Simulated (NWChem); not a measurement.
CH$_{9}$NSi$_{2}$; SMILES C[Si@@H](N)[SiH3]

```xyz
13

C     -1.5413     1.3098     0.2532
Si     0.0414     0.5171    -0.4041
N      1.4278     1.3622     0.2751
Si     0.0132    -1.8009     0.0833
H     -1.5422     2.3979     0.0397
H     -1.6298     1.1711     1.3503
H     -2.4355     0.8536    -0.2180
H      0.1449     0.6867    -1.8988
H      1.5501     1.3022     1.2914
H      2.3321     1.1830    -0.1727
H      1.2635    -2.4766    -0.4250
H     -0.0225    -2.0066     1.5799
H     -1.1722    -2.5316    -0.5006
```
Atoms are numbered in this order, from 1.

All runs: NWChem. Pople sets run with spherical d functions. Structure relaxed at the PBE-D3(BJ)/def2-SVP level. No frequency run checked for a minimum. Ions are spin-unrestricted doublets at the neutral geometry. Hybrids' shares of exact exchange are those that their runs print; pure functionals count as 0. The functionals differ in more than this share.

```
row               share of exact exchange  ΔSCF ionisation energy minus −ε(HOMO) (eV)
----------------  -----------------------  ------------------------------------------
PBE/6-31G*                           0.00                                        3.00
B3LYP/6-31G*                         0.20                                        2.21
PBE0/6-31G*                          0.25                                        1.98
BHandHLYP/6-31G*                     0.50                                        0.93
M06-2X/6-31G*                        0.54                                    withheld
```

### Question
Fit a straight line of the last column on the one before it, predict the withheld value, and compare with the run.

### Answer

1. Means of the 4 shown rows: x = 0.237, y = 2.030. Slope Σ(x − x̄)(y − ȳ)/Σ(x − x̄)² = -0.5265/0.1269 = -4.150; intercept 3.016.
2. The shown rows scatter about the line by 0.015 (root mean square); the largest residual is +0.02, at B3LYP/6-31G*.
3. At x = 0.54 (M06-2X/6-31G*; beyond the shown range) the line gives 0.77.
4. The run gives 1.04, +0.27 from the line. The line crosses zero at a share of 0.73, outside the shown range.
